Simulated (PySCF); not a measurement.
Se(Br)(NH2), SMILES N[Se]Br, PBE0/def2-SVP optimised geometry.

```
5

Se    -0.95    -1.12     0.00
Br     1.43    -1.12     0.00
N     -1.43     0.59     0.00
H     -1.25     1.12    -0.85
H     -1.25     1.12     0.85
```

Density from PBE0/def2-TZVP (PySCF) at that geometry.

Minimum of the electron density along straight lines between bonded atoms, close to the bond critical point (lines longer than 1.1 times the sum of covalent radii, or with two minima, are not listed):

| bond | length / Å | ρ at the minimum / e bohr⁻³ | ∇²ρ there / e bohr⁻⁵ | position (fraction from the first atom) |
|---|---|---|---|---|
| Se1–Br2 | 2.382 | (withheld) | (withheld) | 0.47 |
| Se1–N3 | 1.781 | 0.181 | (withheld) | 0.47 |
| N3–H4 | 1.016 | 0.335 | -1.70 | 0.74 |
| N3–H5 | 1.016 | 0.335 | -1.70 | 0.74 |

Problem. Some entries are withheld; supply them.

Solution. 
- Se1–Br2, ρ at the minimum / e bohr⁻³: 0.094
- Se1–Br2, ∇²ρ there / e bohr⁻⁵: 0.01
- Se1–N3, ∇²ρ there / e bohr⁻⁵: 0.13
